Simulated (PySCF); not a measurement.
HSSi, SMILES [SH+]=[Si] (connectivity only; charge and spin as stated), charge +1, multiplicity 1.

The structure is a stationary point at B3LYP-D3(BJ)/def2-TZVP. The isomer is the one that the SMILES or the coordinates give; other isomers of the formula were not compared.

Two levels are set side by side: PBE/def2-TZVPD (PySCF) and ωB97X/def2-TZVPD (PySCF). Same geometry, gas phase. Differences are taken from unrounded values.

```json
[
 {"quantity": "orbital gap (eV)", "PBE": "3.22"},
 {"quantity": "highest occupied level (eV)", "PBE": "-13.71"},
 {"quantity": "lowest empty level (eV)", "PBE": "-10.49"},
 {"quantity": "mean polarisability (bohr³)", "PBE": "40.3"}
]
```

**Question.** These are the PBE values. What does ωB97X give? (Estimate from the structure and the level; the computed values follow.)

**Answer.** 
```tsv
quantity	ωB97X	PBE minus ωB97X
orbital gap (eV)	9.70	-6.48
highest occupied level (eV)	-17.08	3.37
lowest empty level (eV)	-7.38	-3.12
mean polarisability (bohr³)	39.7	0.7
```

Without exact exchange PBE keeps part of each electron's self-repulsion, which lifts occupied levels and narrows the gap. Differences between two approximate levels are no errors against the true value.

Rough cost on one machine, each run with all the roots and properties that it gave: ωB97X against PBE within a factor of 2.
